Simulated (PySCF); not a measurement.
Compound: C4H11B2NSi2.
Numbering: `[SiH3:1][N:2]([SiH3:3])[B:4]1[CH:5]=[CH:6][BH:7][CH:8]=[CH:9]1` (hydrogens: H10, H11, H12 on Si1; H13, H14, H15 on Si3; H16 on C5; H17 on C6; H18 on B7; H19 on C8; H20 on C9)

Computed by this run: PBE0-D3(BJ)/def2-SVP geometry optimisation, gas phase in PySCF; density fitting, grid level 1; the optimiser is geomeTRIC in internal coordinates, started from a GFN2-xTB structure with every atom displaced at random (about 0.01 Å).

Geometry at step 1:
```
atom  x, y, z in Å
Si1    -2.2122    0.3399   -1.4926
N2     -1.2745   -0.2520   -0.1009
Si3    -2.1166   -1.0863    1.2222
B4      0.1298    0.0028   -0.0096
C5      0.8536    0.9573   -1.0412
C6      2.1740    1.2231   -0.9259
B7      2.9952    0.6057    0.2485
C8      2.3432   -0.4731    1.1725
C9      1.0154   -0.7081    1.0861
H10    -3.5654   -0.2807   -1.4032
H11    -1.5777   -0.0694   -2.7862
H12    -2.3639    1.8266   -1.5214
H13    -3.5685   -0.7648    1.0941
H14    -1.6427   -0.6113    2.5544
H15    -1.9482   -2.5718    1.1811
H16     0.2884    1.4541   -1.8464
H17     2.6409    1.9208   -1.6329
H18     4.1275    0.9957    0.4728
H19     2.9371   -1.0111    1.9212
H20     0.5672   -1.4493    1.7682
```

**Question.** Give the atomic forces at this geometry.

**Answer.** 
```json
{"atom": "Si1", "Fx (eV/Å)": "0.032", "Fy (eV/Å)": "-0.062", "Fz (eV/Å)": "-0.180"}
{"atom": "N2", "Fx (eV/Å)": "-0.064", "Fy (eV/Å)": "0.135", "Fz (eV/Å)": "0.048"}
{"atom": "Si3", "Fx (eV/Å)": "-0.096", "Fy (eV/Å)": "-0.046", "Fz (eV/Å)": "0.106"}
{"atom": "B4", "Fx (eV/Å)": "0.121", "Fy (eV/Å)": "-0.082", "Fz (eV/Å)": "-0.163"}
{"atom": "C5", "Fx (eV/Å)": "-0.132", "Fy (eV/Å)": "-0.002", "Fz (eV/Å)": "0.033"}
{"atom": "C6", "Fx (eV/Å)": "-0.002", "Fy (eV/Å)": "0.022", "Fz (eV/Å)": "0.004"}
{"atom": "B7", "Fx (eV/Å)": "0.187", "Fy (eV/Å)": "0.027", "Fz (eV/Å)": "0.107"}
{"atom": "C8", "Fx (eV/Å)": "0.019", "Fy (eV/Å)": "0.116", "Fz (eV/Å)": "-0.090"}
{"atom": "C9", "Fx (eV/Å)": "-0.166", "Fy (eV/Å)": "-0.092", "Fz (eV/Å)": "0.041"}
{"atom": "H10", "Fx (eV/Å)": "0.009", "Fy (eV/Å)": "0.005", "Fz (eV/Å)": "-0.007"}
{"atom": "H11", "Fx (eV/Å)": "-0.016", "Fy (eV/Å)": "-0.022", "Fz (eV/Å)": "0.141"}
{"atom": "H12", "Fx (eV/Å)": "0.034", "Fy (eV/Å)": "-0.022", "Fz (eV/Å)": "0.125"}
{"atom": "H13", "Fx (eV/Å)": "0.019", "Fy (eV/Å)": "-0.019", "Fz (eV/Å)": "-0.004"}
{"atom": "H14", "Fx (eV/Å)": "0.018", "Fy (eV/Å)": "0.054", "Fz (eV/Å)": "-0.059"}
{"atom": "H15", "Fx (eV/Å)": "0.034", "Fy (eV/Å)": "0.041", "Fz (eV/Å)": "-0.093"}
{"atom": "H16", "Fx (eV/Å)": "0.034", "Fy (eV/Å)": "-0.018", "Fz (eV/Å)": "0.031"}
{"atom": "H17", "Fx (eV/Å)": "0.019", "Fy (eV/Å)": "-0.017", "Fz (eV/Å)": "-0.006"}
{"atom": "H18", "Fx (eV/Å)": "-0.118", "Fy (eV/Å)": "-0.056", "Fz (eV/Å)": "-0.043"}
{"atom": "H19", "Fx (eV/Å)": "0.018", "Fy (eV/Å)": "-0.008", "Fz (eV/Å)": "0.015"}
{"atom": "H20", "Fx (eV/Å)": "0.049", "Fy (eV/Å)": "0.047", "Fz (eV/Å)": "-0.006"}
```

The largest, 0.22 eV/Å, acts on B4 (B7 within 3 % of it); the rms over all components is 0.076 eV/Å. The forces sum to zero within rounding, as they must for an isolated molecule in no field.

**Question.** Give the force on B4 in Eh/bohr and in nN.

**Answer.** 0.219 eV/Å ÷ 51.422 = 0.00426 Eh/bohr, and 0.219 eV/Å × 1.602 = 0.35 nN.

**Question.** How far is this geometry from the end of the optimisation?

**Answer.** 0.021 eV above it, and 0.201 Å rms away after alignment. The bonds farthest from their final lengths, with half the difference of the two atoms' forces along the bond (positive lengthens):

```tsv
bond	now (Å)	final (Å)	force along bond (eV/Å)
Si1–H11	1.498	1.491	-0.15
B7–H18	1.218	1.212	-0.17
Si3–H15	1.496	1.492	-0.03
Si1–N2	1.779	1.776	+0.03
C9–H20	1.102	1.100	-0.11
B4–C5	1.581	1.579	-0.10
```

The angle farthest from its final value is N2–Si1–H12, 113.5° against 111.2°.

The cost below is that of the whole optimisation. Time: 7.5 min of wall time; peak memory 0.84 GiB. Hardware: an Arm Neoverse N1 with one thread, shared host with 64 logical CPUs at a one-minute load of 61.
